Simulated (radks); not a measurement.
Effect of the nuclear size on the zirconium ion Zr+, [Kr] 4d2 5s1. All-electron calculation, Dirac Kohn-Sham, LDA (Slater exchange, Perdew-Wang correlation), spin-unpolarised, spherical densities, finite nucleus; open shells fill j = l - 1/2 first; Fermi nuclear charge, rms radius 4.2694 fm. Program: a radial shooting solver on a logarithmic mesh with Libxc functionals. The rms radius is varied about that value; shifts are against it.

rms radius (fm)  total energy shift (eV)  density at nucleus (e/bohr^3)  1s1/2 shift (meV)  2s1/2 shift (meV)  4s1/2 shift (meV)
3.4881                            -0.363                       7.59e+04               -154              -16.1             -0.411
4.0858                           -0.0913                      7.473e+04              -38.6              -4.06             -0.103
4.2694                                 0                       7.44e+04              0.000              0.000              0.000
4.6238                             0.186                      7.383e+04               78.9               8.29              0.211
4.7604                             0.262                      7.361e+04                111               11.6              0.296

Slopes of the eigenvalues against <r^2> in GHz/fm^2, as finite differences over the two radii next to the reference (eigenvalue slopes, not the field-shift constants of lines): 1s1/2 6070, 2s1/2 637, 4s1/2 16.2.
